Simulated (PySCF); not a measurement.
Computed with delta-SCF UKS SCAN, pcX-2 on the ionised atom, pcseg-1 elsewhere, spin-free X2C in PySCF 2.14.0. Geometries: PBE0-D3(BJ)/def2-SVP; isolated species, one conformer each. Values against the vacuum level.

Problem. Order these sites by rising C 1s binding energy.
A. C3 in `[F:1][SiH2:2]/[CH:3]=[CH:4]/[SiH3:5]`
B. C2 in `[F:1][CH:2]1[CH2:3][Se:4][CH2:5]1`
C. C2 in `[CH2:1]=[CH:2][Se:3][CH2:4][F:5]`
D. C1 in `[CH:1]#[C:2][Ge:3]([NH2:4])([F:5])[F:6]`

Solution. A (290.37 eV), C (291.03 eV), D (291.48 eV), B (293.42 eV).

From the lowest up, the atoms are bonded to: C (double bond), H and Si (290.37); C (double bond), Se and H (291.03); C (triple bond) and H (291.48); F, 2 C and H (293.42).

1 of these hole states is spin-contaminated (⟨S²⟩ 0.87, against 0.75; counted from 0.85) and less certain.
